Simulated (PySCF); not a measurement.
Geometry:
| atom | x (Å) | y (Å) | z (Å) |
| --- | --- | --- | --- |
| O1 | -1.361 | 0.392 | 1.164 |
| Si2 | -0.852 | -0.317 | -0.190 |
| C3 | 1.065 | -0.050 | -0.340 |
| F4 | 1.343 | 1.290 | -0.294 |
| F5 | 1.720 | -0.594 | 0.726 |
| H6 | -0.941 | 1.155 | 1.556 |
| H7 | -1.412 | 0.310 | -1.383 |
| H8 | -1.096 | -1.738 | -0.021 |
| H9 | 1.548 | -0.442 | -1.243 |

Theory: geometry from GFN2-xTB, σ from GIAO-PBE0/pcSseg-1, in PySCF 2.14.0 with density-fitted response routines (no relativistic terms, no solvent, single conformer, averaged over atoms made equivalent by symmetry, fast rotation or ring inversion).

Shifts are taken against calculated references (same method and geometry level): TMS for 13C (σ = 186.93 ppm) and 1H (σ = 31.72 ppm) and 29Si (σ = 349.16 ppm); 17O (σ = 336.08 ppm) vs H2O; 19F (σ = 170.95 ppm) vs CFCl3.

```json
{"atoms": "H9", "nucleus": "1H", "count": "1", "δ (ppm)": "?"}
{"atoms": "C3", "nucleus": "13C", "count": "1", "δ (ppm)": "127.6"}
{"atoms": "F4/F5", "nucleus": "19F", "count": "2", "δ (ppm)": "-158.8"}
{"atoms": "O1", "nucleus": "17O", "count": "1", "δ (ppm)": "-8.8"}
{"atoms": "H7/H8", "nucleus": "1H", "count": "2", "δ (ppm)": "4.96"}
{"atoms": "Si2", "nucleus": "29Si", "count": "1", "δ (ppm)": "?"}
{"atoms": "H6", "nucleus": "1H", "count": "1", "δ (ppm)": "1.62"}
```

Estimate the values marked ?.

Answers


- H9: 6.19 ppm, hydrogen on an sp3 CH bonded to 2 F and Si; its carbon carries F, which withdraws density
- Si2: -31.8 ppm, silicon bonded to C, O, 2 H

The OH or NH signal is concentration- and solvent-dependent in practice; the value given is the gas-phase one. Shifts are as computed. Against solution values, carbons near 30 ppm lie about +3 ppm off and those near 130 ppm about +5 ppm. Of 1211 compounds with measured shifts, 218 miss one by over three times the rms of a fit or turn the order of signals round; such compounds aren't used in these exercises. Unscaled 19F shifts against computed CFCl3 carry errors that often reach 10 to 50 ppm. Experimental scales use liquid or dissolved standards, which lie at an offset from isolated H2O (liquid H2O: subtract about 36 ppm).
